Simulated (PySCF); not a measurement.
Isomers of C2H7BN2. Method used: PySCF 2.14.0, PBE0-D3(BJ)/def2-SVP geometry optimisation, gas phase. Energies are electronic, without zero-point or thermal terms, for one conformer each. No frequencies were run at this level. Point groups hold within 0.08 Å.

**Question.** Rank from lowest to highest electronic energy at this level (kcal/mol).
A. `C=CB(N)N`
B. `[CH3:1][NH2+:2][BH2-:3][C:4]#[N:5]` with C1–N2–B3–C4 -62°

**Answer.** A (0.0), B (39.6).

```json
{"SMILES": "C=CB(N)N", "E (Eh)": "-214.43956", "E rel (kcal/mol)": "0.0", "dipole (D)": "1.45", "point group": "C1", "A, B, C (MHz)": "8353, 3738, 2635"}
{"SMILES": "C[NH2+][BH2-]C#N", "E (Eh)": "-214.37651", "E rel (kcal/mol)": "39.6", "dipole (D)": "7.46", "point group": "C1", "A, B, C (MHz)": "9392, 3179, 2616"}
```

**Question.** How do the relative energies change in single points at PBE0/pcSseg-1 (no added dispersion term) on the same geometries?

**Answer.** 
```json
{"SMILES": "C=CB(N)N", "PBE0-D3(BJ)/def2-SVP (kcal/mol)": "0.0", "PBE0/pcSseg-1 (kcal/mol)": "0.0", "shift": "0.0"}
{"SMILES": "C[NH2+][BH2-]C#N", "PBE0-D3(BJ)/def2-SVP (kcal/mol)": "39.6", "PBE0/pcSseg-1 (kcal/mol)": "38.4", "shift": "-1.2"}
```

Each column counts from its own lowest isomer. The order is unchanged; the largest shift is 1.2 kcal/mol.
